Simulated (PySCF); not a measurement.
Task: Give a PBE0-D3(BJ)/def2-SVP geometry of InChI=1S/C4H5F5O2/c1-10-3(2(5)6)11-4(7,8)9/h2-3H,1H3/t3-/m0/s1.

Result: 
```
atom  x, y, z in Å
C1     2.115    0.136   -0.354
O2     1.076   -0.798   -0.532
C3    -0.098   -0.499    0.081
O4    -0.795    0.528   -0.624
C5    -1.130    1.643    0.042
F6    -1.838    2.409   -0.760
F7    -0.048    2.329    0.441
F8    -1.843    1.390    1.138
C9    -0.967   -1.748    0.031
F10   -0.408   -2.695    0.804
F11   -2.186   -1.464    0.519
H12    1.871    1.105   -0.816
H13    2.327    0.295    0.718
H14    3.006   -0.281   -0.839
H15    0.034   -0.194    1.138
H16   -1.059   -2.123   -1.003
```

Any rigid rotation of these coordinates is as good. Atoms count from 1 in this order. Of the pairs four or more bonds apart, F8···H15 is among the closest relative to their van der Waals radii: 2.46 Å, 92 % of the sum of Bondi's values. The C–O distances run from 1.340 Å (O4–C5, drawn single) to 1.428 Å (C3–O4, drawn single), a spread of 0.088 Å. The C–F distances run from 1.316 Å (C5–F6, drawn single) to 1.345 Å (C9–F10, drawn single), a spread of 0.029 Å.

Bonds between heavy atoms (Å): C1–O2 1.408, O2–C3 1.358, C3–O4 1.428, O4–C5 1.340, C5–F6 1.316, C5–F7 1.341, C5–F8 1.332, C3–C9 1.522, C9–F10 1.345, C9–F11 1.343.

Computed with PBE0-D3(BJ)/def2-SVP geometry optimisation, gas phase in PySCF 2.14.0.

Point group: C1 (no symmetry element, even within 0.4 Å). PBE0-D3(BJ)/def2-SVP frequencies: not computed here. The numbers are those of one conformer (C1–O2–C3–O4 76°, O2–C3–O4–C5 -123°, O2–C3–C9–F10 67°).

The run took 1.9 min of wall time on one thread, Arm Neoverse V2, on a shared host. These figures are those of the optimisation.
